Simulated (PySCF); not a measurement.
A GIAO shielding run with PySCF (density fitting, non-relativistic, gas phase) on `C#C[SiH2]/C(=C\SC)S[SiH3]`, C$_{5}$H$_{10}$S$_{2}$Si$_{2}$:

```
$ OMP_NUM_THREADS=1 python probes_run.py task.json out

{"job": {"kind": "nmr", "xc": "PBE0", "basis": "pcSseg-1"}, "charge": 0, "multiplicity": 1}
C      1.984217     2.686589     0.607768
C      1.456271     1.762772     1.167928
Si     0.650643     0.314941     1.996647
C      0.024561    -0.800833     0.605470
C     -1.093671    -0.608356    -0.087881
S     -2.161693     0.760455     0.132178
C     -3.498760     0.280524    -1.007511
S      0.952194    -2.286307     0.214083
Si     2.475611    -1.425064    -1.018320
H      2.443360     3.501171     0.124513
H     -0.485672     0.762238     2.803115
H      1.655513    -0.422601     2.764304
H     -1.420140    -1.296917    -0.854590
H     -4.248975     1.062717    -0.956086
H     -3.106816     0.207739    -2.017974
H     -3.927082    -0.665153    -0.688289
H      3.234649    -0.468312    -0.224762
H      3.240794    -2.590242    -1.427818
H      1.815194    -0.766111    -2.140238
```

Hardware: 1 thread of an Arm Neoverse V2, shared host. The job also computes population analyses, field gradients.

(1) How large is the calculation?

(2) How long does it take, and how much memory does it need?

Results:

(1) 100 electrons, 231 basis functions and 1291 auxiliary functions.

(2) 55 s of wall time, with 14 SCF cycles and 5 response iterations; peak memory 1.1 GiB. Times on a shared host scatter by some tens of per cent.
